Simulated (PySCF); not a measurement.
# Cu+: excitation energy

Cu+ [Ar] 3d10 (1S) → Cu+ [Ar] 3d9 4s1 (3D), as a difference of total energies. Computed with PySCF 2.14 in dyall-av2z (16s12p7d2f, 101 functions), with the non-relativistic Hamiltonian (point nucleus). Correlated levels: valence: [Ar] frozen; virtual orbitals above 40 to 60 times the deepest correlated orbital energy dropped. The calculations carry no spin-orbit coupling.

**Question.** Order these methods by the excitation energy they give, lowest first.
A. SCS-MP2 (valence)
B. UHF
C. MP2 (valence)
D. CCSD(T) (valence)

**Answer.** B (9259.9 cm⁻¹), D (24162 cm⁻¹), A (28207 cm⁻¹), C (30409 cm⁻¹).

These non-relativistic numbers lack the scalar-relativistic shift.

Errors of the correlated levels include the incompleteness of this basis and the frozen core.

For comparison: 22649 cm⁻¹ (measured; NIST levels, between the centres of gravity of the two terms).
